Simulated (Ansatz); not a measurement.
Reaction (redistribution): `[SiH3][Ge]([Cl])([Cl])[Cl]` + `C#CO[SiH2]Br` → `C#[C][Ge]([Cl])([Cl])[Cl]` + `[SiH3]O[SiH2]Br`

Isolated molecules relaxed with PBE0-D4/def2-TZVP in Ansatz; ΔE leaves out vibrations. CCSD(T)/CBS is the MP2 limit (def2-TZVPP, def2-QZVPP) plus CCSD(T) − MP2 in def2-TZVPP, frozen cores. Functionals use def2-TZVPP. For Br, Ge outer-core shells are correlated without core-valence functions, which leaves a few kJ/mol of doubt a bond. Scalar relativity is left out up to krypton. Each species was taken in one conformer, which may not be the lowest.

(1) Is it downhill or uphill in electronic energy at CCSD(T)/CBS, and by how much? (Estimate.)

(2) What do these levels give: PBE-D4, PBE-QIDH, BLYP, PBE0, LC-ωPBE, HF/def2-TZVPP? (An estimate is asked.)

Largest T1 diagnostic among the species: 0.011.

Answers

(1) The calculation gave: Downhill: ΔE = -194.8 kJ/mol.

(2) The calculation gave: PBE-D4 -145.8, PBE-QIDH -186.5, BLYP -160.5, PBE0 -159.5, LC-ωPBE -173.4, HF/def2-TZVPP -211.8 kJ/mol.

From BLYP to BHLYP (50 % exact exchange), in def2-TZVPP and without D4, ΔE moves by −28.9 kJ/mol. Leaving LDA and LC-ωPBE aside and taking each functional with its dispersion term where it has one, the values, not all of them listed here, spread over 44.7 kJ/mol, from BHLYP-D4 to PBE-D4. LDA lies +7.4 kJ/mol from PBE without D4.
